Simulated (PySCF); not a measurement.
Species: C₄H₈Si.
Atom-mapped SMILES: `[SiH3:1][C@:2]12[CH2:3][C@H:4]1[CH2:5]2` (hydrogens: H6, H7, H8 on Si1; H9, H10 on C3; H11 on C4; H12, H13 on C5)

A GFN2-xTB structure with every atom displaced at random (by about 0.01 Å) was refined with PySCF, PBE0-D3(BJ)/def2-SVP geometry optimisation, gas phase. Values at the start:

| coordinate | start |
| --- | --- |
| Si1–C2 | 1.886 Å |
| Si1–H6 | 1.479 Å |
| Si1–H8 | 1.445 Å |
| C2–C3 | 1.518 Å |
| C2–C4 | 1.470 Å |
| C3–C4 | 1.497 Å |
| C3–H9 | 1.061 Å |
| C3–H10 | 1.090 Å |
| C4–H11 | 1.061 Å |
| Si1–C2–C3 | 132.0° |
| Si1–C2–C4 | 133.7° |
| C2–C3–C4 | 58.3° |
| C2–C4–C3 | 61.5° |
| C3–C2–C4 | 60.1° |
| C3–C2–C5 | 94.6° |
| C3–C4–C5 | 97.0° |
| Si1–C2–C3–C4 | -124° |
| Si1–C2–C5–C4 | 123° |
| C2–C3–C4–C5 | -52° |
| C3–C4–C5–C2 | 52° |

Q: How do these coordinates change at the PBE0-D3(BJ)/def2-SVP level?

A: 
```
  coordinate  PBE0-D3(BJ)/def2-SVP (Å or °)  change
      Si1–H8                          1.495  +0.050
      Si1–C2                          1.849  -0.037
       C3–H9                          1.096  +0.035
      C4–H11                          1.090  +0.029
       C2–C4                          1.490  +0.020
      Si1–H6                          1.496  +0.017
       C3–C4                          1.485  -0.012
       C2–C3                          1.506  -0.012
      C3–H10                          1.100  +0.010
   Si1–C2–C4                          131.1    -2.6
    C3–C2–C5                           96.3    +1.7
    C2–C3–C4                           59.7    +1.4
    C3–C4–C5                           98.2    +1.2
   Si1–C2–C3                          131.3    -0.7
    C3–C2–C4                           59.4    -0.7
    C2–C4–C3                           60.9    -0.6
Si1–C2–C3–C4                           -120      +4
Si1–C2–C5–C4                            120      -3
 C3–C4–C5–C2                             50      -2
 C2–C3–C4–C5                            -50      +2
```

The energy falls by 14.7 kJ/mol over 10 energy and gradient evaluations, the largest force component goes from 0.0272 to 3.5e-04 Eh/bohr, and the atoms move by 0.058 Å rms after alignment. The bond that changes most is Si1–H8 (SiH3 silicon to Si–H hydrogen), which lengthens by 0.050 Å. Bonds longer at the end by more than 0.005 Å: 9 of 14; shorter: 3. Among the dihedrals that turn most is H9–C3–C4–H11, from 24° to 13°. Rotational constants go from 8325, 2842, 2467 to 8170, 2930, 2521 MHz.

The run used 114 basis functions and 55 SCF cycles in all. Hardware: an Intel Xeon Platinum 8488C with one thread, no GPU, shared host with 96 logical CPUs at a one-minute load of 69. Cost: 51 s, 0.48 GiB resident at most.

Not checked by PBE0-D3(BJ)/def2-SVP frequencies.
